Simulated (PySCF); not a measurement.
# `FC1=C[C@H]2C=C[C@@H]1C=C2`, C8H7F

Cartesian coordinates in Å; atom numbers follow the order of the lines, from 1:
```xyz
16

F     0.157   -1.731    2.351
C     0.066   -0.846    1.366
C    -0.647    0.275    1.366
C    -0.479    1.021    0.039
C    -0.880    0.037   -1.069
C    -0.182   -1.095   -1.036
C     0.853   -1.118    0.095
C     1.732    0.121   -0.111
C     1.027    1.249   -0.147
H    -1.271    0.639    2.180
H    -1.058    1.951    0.012
H    -1.659    0.282   -1.793
H    -0.292   -1.936   -1.722
H     1.416   -2.056    0.164
H     2.814    0.038   -0.220
H     1.437    2.249   -0.296
```

The calculation used PySCF 2.14.0, quadratic response CAM-B3LYP/aug-cc-pVDZ first hyperpolarisability, Taylor convention, gas phase. Geometry: PBE0-D3(BJ)/def2-SVP.

**Question.** Give the tensor of the second harmonic β(−2ω;ω,ω) at 1907 nm in the axes of these coordinates.

**Answer.** In au, Taylor convention; rows are the first index (the induced dipole):
|  | xx | yy | zz | xy | xz | yz |
| --- | --- | --- | --- | --- | --- | --- |
| x | +20.9 | -3.4 | -14.1 | -4.1 | +12.4 | -4.5 |
| y | -4.3 | -51.3 | -53.9 | -3.7 | -4.4 | +32.3 |
| z | +12.2 | +32.1 | +94.0 | -4.5 | -14.4 | -53.7 |

Norm of βᵢ = ⅓ Σⱼ (βᵢⱼⱼ + βⱼᵢⱼ + βⱼⱼᵢ): 176.5 au, hyper-Rayleigh value 68.9 au.
